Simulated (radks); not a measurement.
Question: The krypton ion Kr3+, [Ar] 3d10 4s2 4p3. All-electron calculation, non-relativistic Kohn-Sham, exchange-only B88, spin-polarised, spherical densities, point nucleus. Program: a radial shooting solver on a logarithmic mesh with Libxc functionals. Every spin shell is full or empty, so the densities are truly spherical. Functionals are evaluated on that one density, not self-consistently. Rank these orbital-free kinetic functionals by their error against the exact value of the orbitals, and give that value: Thomas-Fermi, von Weizsacker, TF + vW/9, TF + vW/5, APBEK, revAPBEK, Pearson, LKT.

Answer: Exact: 2749.52 hartree. From best to worst, with 100 (|E| - |E exact|)/|E exact| (equal figures are ties): APBEK +0.11, revAPBEK +0.32, TF + vW/9 -0.73, Pearson -1.08, TF + vW/5 +3.40, Thomas-Fermi -5.89, LKT +21.83, von Weizsacker -53.57.
